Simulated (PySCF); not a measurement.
Compound: C₇H₁₂N (doublet state).
Atom-mapped SMILES: `[H]/[C:1]=[C:2](/[CH2:3][NH2:4])[CH2:5][CH2:6][CH:7]=[CH2:8]` (hydrogens: H9 on C1; H10, H11 on C3; H12, H13 on N4; H14, H15 on C5; H16, H17 on C6; H18 on C7; H19, H20 on C8)

Geometry (GFN2-xTB, Å), atoms numbered from 1 in this order:
```
atom  x, y, z in Å
C1     1.7743   -1.4286    1.3235
C2     1.3848   -0.7543    0.2901
C3     2.2760    0.2671   -0.3877
N4     1.8232    1.6207   -0.0801
C5    -0.0075   -0.9115   -0.3202
C6    -0.9232    0.2473    0.0866
C7    -2.2671    0.1032   -0.5500
C8    -3.4063    0.0296    0.1125
H9     1.3915   -2.1744    1.9799
H10    2.2132    0.1394   -1.4731
H11    3.3171    0.0822   -0.0787
H12    2.4192    2.2997   -0.5423
H13    1.8873    1.7813    0.9203
H14   -0.4437   -1.8553    0.0117
H15    0.0941   -0.9386   -1.4068
H16   -1.0246    0.2660    1.1731
H17   -0.4563    1.1821   -0.2328
H18   -2.2628    0.0485   -1.6315
H19   -3.4391    0.0792    1.1890
H20   -4.3551   -0.0730   -0.3868
```

The hyperfine couplings belong to this conformer and change with its torsions.

Level of theory: UKS B3LYP, pcH-1 on C H N, non-relativistic, mean-field spin-orbit, GIAO (PySCF 2.14.0). The structure is a single GFN2-xTB conformer in the gas phase; no vibrational or solvent corrections. A GFN2-xTB geometry isn't a minimum of the functional, and hyperfine couplings can be far from their values at a DFT geometry. No stability test was run, so a lower SCF solution isn't excluded.

Problem. Predict the first-order ENDOR lines of C5, C3, C2, C6, C7, N4, H9, H10/H11, H14/H15 and H12/H13 under fast tumbling at B = 336.9 mT (X band).

Solution. ν± = |νn ± a/2|, one line for each electron-spin manifold; νn = |g_N| × 7.62259 MHz/T × B.

```
 nuclei  isotope     g_N  νn (MHz)  a_iso (MHz)  lower line (MHz)  upper line (MHz)
     C5      13C  1.4048      3.61        69.01             30.90             38.11
     C3      13C  1.4048      3.61        55.99             24.39             31.60
     C2      13C  1.4048      3.61       -14.51              3.65             10.86
     C6      13C  1.4048      3.61        -5.59              0.81              6.40
     C7      13C  1.4048      3.61         3.75              1.73              5.48
     N4      14N  0.4038      1.04        -2.73              0.33              2.40
     H9       1H  5.5857     14.34        43.81              7.56             36.25
H10/H11       1H  5.5857     14.34        -2.51             13.09             15.60
H14/H15       1H  5.5857     14.34         1.93             13.38             15.31
H12/H13       1H  5.5857     14.34         1.37             13.66             15.03
```

The rows for 13C, of low natural abundance, apply to labelled samples.

Problem. Which pairs are centred on the nuclear Larmor frequency, and which on half the coupling?

Solution. Centred on νn, since |a| < 2νn: C6, C7, H10/H11, H14/H15 and H12/H13. Centred on |a|/2 and split by 2νn: C5, C3, C2, N4 and H9.

Problem. At what field would the lower line of N4 fall to zero frequency?

Solution. Where νn = |a|/2, that is B = 1.36 MHz/(0.4038 × 7.62259 MHz/T) = 443 mT, as far as first order holds there.

Class means assume fast exchange of nuclei equivalent by connectivity; if that motion is slow, each nucleus keeps its own coupling. The 1H value of +1.9 MHz is a mean of couplings from -3.9 to 7.7 MHz in this one geometry, not an average over conformers.

Largest spin populations (Mulliken): C1 (+1.04), C2 (-0.17) and C5 (+0.07). C1 is the only atom above +0.15.
